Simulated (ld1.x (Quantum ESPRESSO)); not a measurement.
# What the settings do to the TM potential of phosphorus

Base potential:

| Item | Value |
| --- | --- |
| Element | phosphorus (P) |
| Generator | ld1.x (Quantum ESPRESSO) 7.5 |
| Type | norm-conserving Troullier–Martins (Kleinman–Bylander form) |
| Functional | PW91 |
| Relativity | non-relativistic |
| Frozen core | [Ne] |
| Valence charge | 5 |
| Reference configuration | 3s2 3p0 (charge +3) |
| Partial waves | 3s (bound): rc 1.10 bohr; 3p (bound, empty): rc 1.65 bohr |
| Local potential | all-electron potential smoothed inside 1.50 bohr (lloc = -1) |
| Core correction | none |

All-electron outer shells of the reference configuration (PW91, non-relativistic, ld1.x):

| shell | level (eV) | outermost node (bohr) | outermost maximum (bohr) |
| --- | --- | --- | --- |
| 3s | -45.59 | 0.65 | 1.48 |
| 3p | -35.45 | 0.63 | 1.60 |

Cutoffs, loose and tight: the cutoffs (Ry, on a coarse ladder) from which the occupation-weighted sum of valence levels, in a spherical-Bessel basis at the reference potential, stays within 10 and 1 mRy of its value at 400 Ry. They do not see the model core or the augmentation charge, which bear on the density cutoff. Test errors are all-electron minus pseudo excitation energies from the reference, over the configurations 3s2 3p3; 3s2 3p2; 3s2 3p1; 3s2 3p2.5; 3s1 3p0; 3s0 3p5; 3s1 3p4. A dash means not determined; rows that change the core or the reference have their own tests.

| change | outcome | cutoff, loose | cutoff, tight | bound ghosts | largest test error (meV) |
| --- | --- | --- | --- | --- | --- |
| base | generated | 70 Ry | 200 Ry | none | +336 |
| wave 3p (bound): rc 1.65 bohr becomes 3p (bound): rc 1.44 bohr | generated | 70 Ry | 200 Ry | none | +335 |
| wave 3p (bound): rc 1.65 bohr becomes 3p (bound): rc 1.54 bohr | generated | 70 Ry | 200 Ry | none | +337 |
| wave 3p (bound): rc 1.65 bohr becomes 3p (bound): rc 1.74 bohr | generated | 70 Ry | 200 Ry | none | +335 |
| wave 3p (bound): rc 1.65 bohr becomes 3p (bound): rc 1.90 bohr | generated | 70 Ry | 200 Ry | none | +337 |
| wave 3p (bound): rc 1.65 bohr becomes 3p (bound): rc 2.10 bohr | generated | 70 Ry | 200 Ry | none | +343 |
| wave 3p (bound): rc 1.65 bohr becomes 3p (bound): rc 2.34 bohr | generated | 70 Ry | 200 Ry | none | +345 |
| wave 3p (bound): rc 1.65 bohr becomes 3p (bound): rc 2.48 bohr | generated | 70 Ry | 200 Ry | none | +342 |

What comes out with this change to the base: wave 3p (bound): rc 1.65 bohr becomes 3p (bound): rc 1.28 bohr?

outcome: generated; cutoff, loose: 70 Ry; cutoff, tight: 200 Ry; bound ghosts: none; largest test error (meV): +281.

What comes out with this change to the base: wave 3p (bound): rc 1.65 bohr becomes 3p (bound): rc 1.12 bohr?

outcome: generated; cutoff, loose: 70 Ry; cutoff, tight: 200 Ry; bound ghosts: none; largest test error (meV): +146.

Reading the sweep of the p radius (base included, trends over the rows without a ghost): The loose cutoff stays near 70 Ry. The median size of the test errors (rows with all tests solved) is not monotonic: lowest 98.2 meV at 1.12 bohr, highest 148.9 meV at 1.74 bohr.
